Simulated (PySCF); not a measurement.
thionyl fluoride (F2OS), SMILES O=S(F)F. Atoms are numbered in the order given.

```xyz
4

O      1.3880    -0.3544     0.0000
S      0.1674     0.4090     0.0000
F     -0.7657    -0.2061     1.1859
F     -0.7657    -0.2061    -1.1859
```

Geometry: PBE-D3(BJ)/def2-TZVP.

All values below come from PBE-D3(BJ)/def2-TZVP run with PySCF 2.14.0.

Frequencies are harmonic and unscaled.

Computed vibrational spectrum:
```tsv
mode	ν (cm⁻¹)	IR (km/mol)	moving atoms (share of kinetic energy)
1	331	2.4	F 83 %, S 10 %
2	362	2.3	O 48 %, F 43 %, S 9 %
3	480	18.3	F 42 %, O 34 %, S 24 %
4	684	201.2	F 56 %, S 44 %
5	750	162.4	F 51 %, S 47 %
6	1288	136.3	O 65 %, S 35 %
```
